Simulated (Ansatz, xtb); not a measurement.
A geometry optimisation of CH2GaO with r2SCAN-D4/def2-SVP

The starting geometry of this gas-phase doublet was built from a drawn formula by distance geometry and a force field; its bonds are those of `[O][CH2][Ga]`.

```tsv
atom	x (Å)	y (Å)	z (Å)
C	-0.2756	3.4964	0.7402
Ga	1.8275	3.3692	0.6158
O	-0.5751	4.8010	0.9860
H	-0.6870	2.8474	1.5268
H	-0.6435	3.1682	-0.2338
```

Q: Predict what becomes of its bonds when it is optimised with r2SCAN-D4/def2-SVP.

A: A new bond forms, giving a structure given below by its coordinates. Distances that change by over a tenth: C1–Ga2 (2.11 → 2.47 Å). Contacts that close: Ga2–O3 (2.82 → 1.91 Å).

The energy falls by 1.19 eV over 10 steps:

```tsv
step	E − E(last) (eV)
1	1.191
2	0.872
3	0.760
4	0.255
5	0.156
6	0.053
7	0.012
8	0.000
9	0.000
10	0.000
```

Final geometry (Å):

```xyz
5

C    -0.5136    3.3503    0.7026
Ga    1.8857    3.9195    0.7551
O     0.0804    4.5266    0.9024
H    -0.8830    2.7749    1.5668
H    -0.9232    3.1109   -0.2920
```

From the same start GFN2-xTB reaches the same bonding as this run.

No frequencies were run, so the end isn't proven a minimum. Open shells are spin-unrestricted. Run with Ansatz 0.2.0, 65 s on 1 thread of Arm Neoverse V1 (shared host).
